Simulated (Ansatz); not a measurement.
# Worked example: C3H10Sn → C2H6Sn + CH4

Species: C3H10Sn `C[CH](C)[SnH3]`, singlet; C2H6Sn `C=[CH][SnH3]`, singlet; CH4 (methane) `C`, singlet. 

Shapes, held fixed at every level: PBE0-D4/def2-TZVP. Programs: Ansatz 0.2.0. The zero-point and thermal change to 298 K, harmonic and unscaled (PBE0-D4/def2-TZVP), is -12.1 kJ/mol.

At CCSD(T)/def2-TZVPP; 1 Eh = 2625.50 kJ/mol:

| species | energy (Eh) |
| --- | --- |
| C3H10Sn | -333.745973 |
| C2H6Sn | -293.273971 |
| CH4 | -40.438606 |

Problem. Work out ΔH(298 K) of the reaction at this level.

Solution. 
1. Products less reactants: (-293.273971) + (-40.438606) − [(-333.745973)] = 0.033396 Eh = +87.7 kJ/mol.
2. With the thermal change: +87.7 + (-12.1) = +75.6 kJ/mol.

Other levels give +64.6 (B2PLYP/def2-TZVPP) to +93.0 kJ/mol (PBE0-D4/def2-TZVPP). No measured value is set beside it here. For atoms past krypton def2 sets carry core potentials with scalar relativity. Correlated rows may include outer-core shells of Sn, which these sets cover unevenly.
